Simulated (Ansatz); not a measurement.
Ansatz (a quantum-chemistry and plane-wave program) input (CCSD(T)/def2-SVPD):

Ansatz 0.2 input:
```yaml
crystal:
  periodic: [false, false, false]
  atoms:
    - {symbol: Ge, position_ang: [-0.17808290, -0.16009585, -0.01946895]}
    - {symbol: O, position_ang: [-1.47426511, -1.32535878, -0.16117430]}
    - {symbol: Cl, position_ang: [-0.49503636, 1.69499532, -0.84431545]}
    - {symbol: Cl, position_ang: [1.52402304, -0.76994018, 0.95680961]}
basis:
  gaussian:
    orbitals: def2-SVPD
total_charge: 1
magnetization: {spin_polarized: true, initial_magnetization: 1}
correlation: {method: ccsd_t, electrons: outside_noble_gas}
output: {forces: true}
```

Output:

```
Functional definition: HF
integrals: 0.30 GiB planned
1078 factors; integrals over basis functions are off by at most 6.7e-4 eV
mean field: 0.66 GiB planned
mean field evaluation 1: about -83478.9246 eV, gradient 4.7e1 eV
mean field evaluation 2: about -83478.9303 eV, gradient 4.7e1 eV
mean field evaluation 4: about -83490.4668 eV, gradient 8.0e0 eV
mean field evaluation 8: about -83494.1172 eV, gradient 8.1e-1 eV
mean field evaluation 16: about -83478.9236 eV, gradient 4.7e1 eV
mean field evaluation 32: about -83494.0175 eV, gradient 4.6e-1 eV
mean field evaluation 64: about -83493.7905 eV, gradient 1.5e-3 eV
mean field evaluation 96: about -83493.7905 eV, gradient 7.9e-3 eV
mean field evaluation 128: about -83494.1267 eV, gradient 3.0e-3 eV
mean field evaluation 160: about -83488.0264 eV, gradient 4.5e-2 eV
mean field evaluation 192: about -83488.0191 eV, gradient 5.8e-2 eV
mean field evaluation 224: about -83487.6412 eV, gradient 1.6e0 eV
mean field evaluation 256: about -83488.7986 eV, gradient 2.6e-2 eV
mean field evaluation 288: about -83487.4504 eV, gradient 1.3e0 eV
mean field evaluation 320: about -83485.1316 eV, gradient 2.2e1 eV
mean field evaluation 352: about -83489.0138 eV, gradient 8.1e-2 eV
mean field evaluation 384: about -83487.5795 eV, gradient 1.9e-3 eV
mean field evaluation 416: about -83488.8215 eV, gradient 1.0e-1 eV
mean field evaluation 448: about -83487.7256 eV, gradient 1.2e0 eV
mean field evaluation 480: about -83487.3968 eV, gradient 9.6e-1 eV
mean field evaluation 512: about -83488.1209 eV, gradient 4.4e-2 eV
mean field -83494.12673901 eV, -3068.3525633069 hartree, gradient 5.6e-6 eV, S^2 0.761655; 5 other end points of the search recorded, 0 dependent functions left out
determinant -83494.12673901 eV, -3068.3525633069 hartree, with singles and doubles -83508.92878643 eV, -3068.8965285163 hartree
determinant -83493.79047595 eV, -3068.3402058673 hartree, with singles and doubles -83508.54223013 eV, -3068.8823228342 hartree
determinant -83494.12673901 eV, -3068.3525633069 hartree, with singles and doubles -83508.95424913 eV, -3068.8974642533 hartree
determinant -83493.79047595 eV, -3068.3402058673 hartree, with singles and doubles -83508.57038583 eV, -3068.8833575374 hartree
25 core orbitals not correlated
reference -83494.12673901 eV, -3068.3525633069 hartree; 12, 11 occupied and 78, 79 virtual orbitals, 1078 factors
densities: 1.35 GiB planned
second order -13.80552169 eV of doubles, -0.00000000 eV of singles
coupled cluster: 0.86 GiB planned
cycle   1  -14.82750984 eV  change    2.8e-7 eV  update   1.7e-6
cycle   2  -14.82750927 eV  change    5.7e-7 eV  update   1.1e-6
cycle   3  -14.82750889 eV  change    3.8e-7 eV  update   6.4e-7
cycle   4  -14.82750889 eV  change   -2.2e-9 eV  update   2.3e-7
cycle   5  -14.82750875 eV  change    1.4e-7 eV  update   1.2e-7
perturbative correction -0.49283492 eV, -0.0181113492 hartree
the calculation of the forces begins
mean field evaluation 544: about -83494.1197 eV, gradient 5.7e-2 eV
Total energy: -83509.44708268 eV, -3068.9155755524 hartree
Atom 0 at    -0.178083    -0.160096    -0.019469 Å, force     0.099082     0.089074     0.010832 eV/Å
Atom 1 at    -1.474265    -1.325359    -0.161174 Å, force    -0.354079    -0.318316    -0.038710 eV/Å
Atom 2 at    -0.495036     1.694995    -0.844315 Å, force    -0.067786     0.353031    -0.160267 eV/Å
Atom 3 at     1.524023    -0.769940     0.956810 Å, force     0.322784    -0.123790     0.188145 eV/Å
Dipole moment:     0.112303     0.100960     0.012278 e Å
```
